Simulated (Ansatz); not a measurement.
Ansatz (a first-principles code) input (wB97X-V/def2-TZVP):

Ansatz 0.2 input:
```yaml
crystal:
  periodic: [false, false, false]
  atoms:
    - {symbol: Hf, position_ang: [0.12228311, -0.00523979, -0.02792606]}
    - {symbol: F, position_ang: [-0.69893607, 1.39751621, -1.06527194]}
    - {symbol: F, position_ang: [-0.27932883, -1.35559791, 1.28868040]}
basis:
  gaussian:
    orbitals: def2-TZVP
hamiltonian:
  xc: {name: wB97X-V}
magnetization: {spin_polarized: true, initial_magnetization: 2}
relax: {f_tol: 0.003, max_steps: 100}
```

Output:

```
Functional definition: wB97X-V
integrals: 0.04 GiB planned
670 factors; their error is unknown
integrals: 0.08 GiB planned
164 factors; integrals over basis functions are off by at most 1.1e-5 eV
mean field: 0.53 GiB planned
mean field evaluation 1: about -6737.3340 eV, gradient 3.7e1 eV
mean field evaluation 2: about -6733.3108 eV, gradient 5.7e1 eV
mean field evaluation 4: about -6742.1813 eV, gradient 7.7e-1 eV
mean field evaluation 8: about -6742.1999 eV, gradient 6.5e-2 eV
mean field evaluation 16: about -6742.2199 eV, gradient 2.2e-3 eV
mean field evaluation 32: about -6742.2199 eV, gradient 4.4e-8 eV
mean field -6742.21986958 eV, -247.7720101664 hartree, gradient 1.9e-9 eV, S^2 2.001536; 1 other end points of the search recorded, 0 dependent functions left out
the calculation of the forces begins
reference -6742.21987174 eV, -247.7720102457 hartree; 16, 14 occupied and 86, 88 virtual orbitals, 670 factors
relax step   1: F+E_penalty+E_count = -6742.21986958 eV  Δ(F+E_penalty+E_count) = +0.000e0 eV  max|allowed force component| = 8.455e-2 eV/Å  Δτ_max = 0.0000 Å  (135 SCF iters, accepted)
these checks for a lower state are left out or cut short: starts, cluster_reference, orbital_swaps, neighbouring_geometries, increment
integrals: 0.04 GiB planned
670 factors; their error is unknown
integrals: 0.08 GiB planned
164 factors; integrals over basis functions are off by at most 1.1e-5 eV
mean field: 0.53 GiB planned
mean field -6742.22181153 eV, -247.7720815318 hartree, gradient 1.5e-6 eV, S^2 2.001525; 0 other end points of the search recorded, 0 dependent functions left out
the calculation of the forces begins
reference -6742.22181372 eV, -247.7720816122 hartree; 16, 14 occupied and 86, 88 virtual orbitals, 670 factors
relax step   2: F+E_penalty+E_count = -6742.22181153 eV  Δ(F+E_penalty+E_count) = -1.942e-3 eV  max|allowed force component| = 4.332e-2 eV/Å  Δτ_max = 0.0118 Å  (57 SCF iters, accepted)
these checks for a lower state are left out or cut short: starts, cluster_reference, orbital_swaps, neighbouring_geometries, increment
integrals: 0.05 GiB planned
670 factors; their error is unknown
integrals: 0.08 GiB planned
164 factors; integrals over basis functions are off by at most 1.1e-5 eV
mean field: 0.53 GiB planned
mean field evaluation 64: about -6742.2240 eV, gradient 3.9e-6 eV
mean field -6742.22404124 eV, -247.7721634720 hartree, gradient 3.7e-6 eV, S^2 2.001485; 0 other end points of the search recorded, 0 dependent functions left out
the calculation of the forces begins
reference -6742.22404347 eV, -247.7721635539 hartree; 16, 14 occupied and 86, 88 virtual orbitals, 670 factors
relax step   3: F+E_penalty+E_count = -6742.22404124 eV  Δ(F+E_penalty+E_count) = -2.230e-3 eV  max|allowed force component| = 9.528e-2 eV/Å  Δτ_max = 0.0570 Å  (61 SCF iters, accepted)
these checks for a lower state are left out or cut short: starts, cluster_reference, orbital_swaps, neighbouring_geometries, increment
integrals: 0.05 GiB planned
670 factors; their error is unknown
integrals: 0.08 GiB planned
164 factors; integrals over basis functions are off by at most 1.1e-5 eV
mean field: 0.53 GiB planned
mean field -6742.22454184 eV, -247.7721818688 hartree, gradient 3.2e-6 eV, S^2 2.001492; 0 other end points of the search recorded, 0 dependent functions left out
the calculation of the forces begins
reference -6742.22454408 eV, -247.7721819510 hartree; 16, 14 occupied and 86, 88 virtual orbitals, 670 factors
relax step   4: F+E_penalty+E_count = -6742.22454184 eV  Δ(F+E_penalty+E_count) = -5.006e-4 eV  max|allowed force component| = 8.284e-3 eV/Å  Δτ_max = 0.0132 Å  (59 SCF iters, accepted)
these checks for a lower state are left out or cut short: starts, cluster_reference, orbital_swaps, neighbouring_geometries, increment
integrals: 0.05 GiB planned
670 factors; their error is unknown
integrals: 0.08 GiB planned
164 factors; integrals over basis functions are off by at most 1.1e-5 eV
mean field: 0.53 GiB planned
mean field -6742.22454838 eV, -247.7721821089 hartree, gradient 4.3e-6 eV, S^2 2.001490; 0 other end points of the search recorded, 0 dependent functions left out
the calculation of the forces begins
reference -6742.22455061 eV, -247.7721821911 hartree; 16, 14 occupied and 86, 88 virtual orbitals, 670 factors
relax step   5: F+E_penalty+E_count = -6742.22454838 eV  Δ(F+E_penalty+E_count) = -6.534e-6 eV  max|allowed force component| = 9.949e-4 eV/Å  Δτ_max = 0.0023 Å  (61 SCF iters, accepted)
integrals: 0.05 GiB planned
670 factors; their error is unknown
integrals: 0.08 GiB planned
164 factors; integrals over basis functions are off by at most 1.1e-5 eV
mean field: 0.53 GiB planned
mean field evaluation 96: about -6742.1260 eV, gradient 1.9e0 eV
mean field -6742.22454838 eV, -247.7721821089 hartree, gradient 4.3e-6 eV, S^2 2.001490; 2 other end points of the search recorded, 0 dependent functions left out
the calculation of the forces begins
reference -6742.22455061 eV, -247.7721821911 hartree; 16, 14 occupied and 86, 88 virtual orbitals, 670 factors
Total energy: -6742.22455061 eV, -247.7721821911 hartree
Atom 0 at     0.178630    -0.007654    -0.040794 Å, force    -0.000995     0.000043     0.000227 eV/Å
Atom 1 at    -0.722410     1.367887    -1.032472 Å, force     0.000543    -0.000321     0.000143 eV/Å
Atom 2 at    -0.312202    -1.323554     1.268749 Å, force     0.000452     0.000279    -0.000370 eV/Å
Dipole moment:     0.240254    -0.010295    -0.054867 e Å
```

This is an excited triplet: at this geometry the singlet lies 0.63 eV lower at RI-MP2/CBS(def2-TZVPPD,def2-QZVPPD)+[CCSD(T)-MP2]/def2-TZVPPD.
